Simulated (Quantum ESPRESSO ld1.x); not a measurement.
Values are calculated unless marked as measured or tabulated.
One sound ld1.x (Quantum ESPRESSO 7.5) input for the potassium ion K3+ gives E = -596.881 hartree in 19 iterations:

```
 &input
    zed=19.0,
    iswitch=1,
    rel=0,
    dft='BLYP',
    config='[Ne] 3s2 3p4',
    prefix='ld1',
    max_out_wfc=37,
    file_charge='ld1.rho',
 /
```

Changed or added lines, one case at a time, and what came of them:

- iswitch=5: refused. The program stops in ld1_readin with "wrong iswitch": iswitch takes 1 to 4.
- noscf=.true.: ran as typed. With noscf the program prints the levels of a bare nucleus, with no screening and no total energy; they are not those of the atom.
- config='[Ne] 3s2 3p': refused. The program stops in el_config with "no occupancy field?": each term needs its occupation.
- xmin=-14.0: usable despite the warning. The mesh starts very near the nucleus, where rounding noise keeps the residual above the threshold; the energy differs from the sound run by less than 1e-5 hartree.
- dft='GGA': refused. The program stops in set_dft_from_name with "GGA: unrecognized dft": the name is not a functional that the program knows.
- rel=2 lsd=1: refused. The program stops in ld1_readin with "local spin density and spin-orbit not allowed": spin polarisation goes with rel = 0 or 1 alone.
- dx=0.001: refused. The program stops in do_mesh with "ndmx is too small": the mesh holds 3500 points at most, so dx, xmin and rmax must fit that.
